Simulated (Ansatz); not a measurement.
Relaxation of a periodic cell of 17 atoms, CuSi16 (host Si, host structure diamond, interstitial Cu), cell charge +1, to a largest force component of 0.03 eV/Å in at most 60 steps.

The calculation used DFT PBE-D3(BJ), scalar-relativistic, plane waves, PAW in Ansatz 0.2.0. Settings: PAW set soft_1, cutoff 420 eV, k mesh 2x2x2, gaussian smearing 0.02 eV, no spin polarisation.

```xyz
17
Lattice="0.0000 5.4300 5.4300 5.4300 0.0000 5.4300 5.4300 5.4300 0.0000" Properties=species:S:1:pos:R:3
Si 0.000 0.000 0.000
Si 1.357 1.357 1.357
Si 2.715 2.715 0.000
Si 4.072 4.072 1.357
Si 2.715 0.000 2.715
Si 4.072 1.357 4.072
Si 5.430 2.715 2.715
Si 6.787 4.072 4.072
Si 0.000 2.715 2.715
Si 1.357 4.072 4.072
Si 2.715 5.430 2.715
Si 4.072 6.787 4.072
Si 2.715 2.715 5.430
Si 4.072 4.072 6.787
Si 5.430 5.430 5.430
Si 6.787 6.787 6.787
Cu 3.398 4.718 4.752
```

Task: Where does it end, and by what steps?

Result: The forces met the threshold. The force dipped under the threshold on the way, but the program's further checks kept it going. Limits of this set-up: charged cell in a uniform background, uncorrected. After 26 steps the energy has fallen by 0.654 eV; Cu17 moved furthest, 0.58 Å. Joined: Si7–Cu17 (3.51 → 2.68 Å).

| step | energy less start (eV) | largest force component (eV/Å) | accepted |
| --- | --- | --- | --- |
| 0 | 0.0000 | 1.915 | yes |
| 1 | -0.4745 | 0.785 | yes |
| 2 | -0.5984 | 0.073 | yes |
| 3 | -0.6023 | 0.031 | yes |
| 4 | -0.6026 | 0.005 | yes |
| 5 | -0.6045 | 0.066 | yes |
| 6 | -0.6072 | 0.075 | yes |
| 7 | -0.6102 | 0.047 | yes |
| 8 | -0.6111 | 0.030 | yes |
| 9 | -0.6116 | 0.011 | yes |
| 10 | -0.6118 | 0.013 | yes |
| 11 | -0.6119 | 0.015 | yes |
| 12 | -0.6122 | 0.018 | yes |
| 13 | -0.6149 | 0.035 | yes |
| 14 | -0.6241 | 0.056 | yes |
| 15 | -0.6284 | 0.062 | yes |
| 16 | -0.6403 | 0.080 | yes |
| 17 | -0.6491 | 0.062 | yes |
| 18 | -0.6499 | 0.087 | yes |
| 19 | -0.6517 | 0.020 | yes |
| 20 | -0.6517 | 0.020 | yes |
| 21 | -0.6519 | 0.016 | yes |
| 22 | -0.6524 | 0.032 | yes |
| 23 | -0.6530 | 0.035 | yes |
| 24 | -0.6000 | 0.329 | no |
| 25 | -0.6537 | 0.014 | yes |
| 26 | -0.6539 | 0.011 | yes |

```xyz
17
Lattice="0.0000 5.4300 5.4300 5.4300 0.0000 5.4300 5.4300 5.4300 0.0000" Properties=species:S:1:pos:R:3
Si -0.010 -0.028 -0.025
Si 1.406 1.295 1.297
Si 2.710 2.712 -0.028
Si 4.008 4.121 1.329
Si 2.710 -0.029 2.714
Si 4.009 1.327 4.124
Si 5.273 2.850 2.852
Si 6.785 4.141 4.144
Si 0.045 2.630 2.632
Si 1.299 4.034 4.036
Si 2.638 5.478 2.661
Si 4.110 6.834 4.071
Si 2.637 2.660 5.480
Si 4.109 4.069 6.837
Si 5.512 5.537 5.539
Si 6.685 6.967 6.969
Cu 3.774 4.419 4.421
```

The run took 3.1 min on 1 thread of Arm Neoverse V1, on a shared host, peak memory 0.56 GiB.
